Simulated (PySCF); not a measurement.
Molecule: SMILES c1cc(S)ccc1, C6H6S.

Bonds (- single, = double, # triple, : aromatic): S1-C2 1.766 Å, C2:C3 1.401 Å, C3:C4 1.392 Å, C4:C5 1.394 Å, C5:C6 1.394 Å, C6:C7 1.393 Å, C7:C2 1.400 Å. S1 carries H8; C3 carries H9; C4 carries H10; C5 carries H11; C6 carries H12; C7 carries H13.

Geometry PBE0-D3(BJ)/def2-SVP throughout; GIAO in PySCF, gas phase, one conformer, non-relativistic; equivalent atoms averaged; functional PBE0.

For orientation, 6-311+G(2d,p) gives these shifts δ (against CS2, TMS at the same level): S1 13.3, C2 142.1, C4/C6 132.6, C3/C7 129.2, C5 126.7, H10/H12 7.39, H11 7.20, H9/H13 7.30, H8 3.59 ppm.

A run gave: S1 -32.9, C2 123.2, C4/C6 110.5, C3/C7 107.4, C5 107.1, H10/H12 6.87, H11 6.69, H9/H13 6.47, H8 1.51 ppm (shifts δ (against CS2, TMS at the same level)).

Task: Which basis set was used in that run?
A. IGLO-III
B. cc-pVDZ
C. STO-3G
D. 6-31G

Result: C. C3/C7 tells them apart best: STO-3G gives 107.4, 6-31G gives 122.3, IGLO-III gives 133.6, cc-pVDZ gives 125.0 ppm.
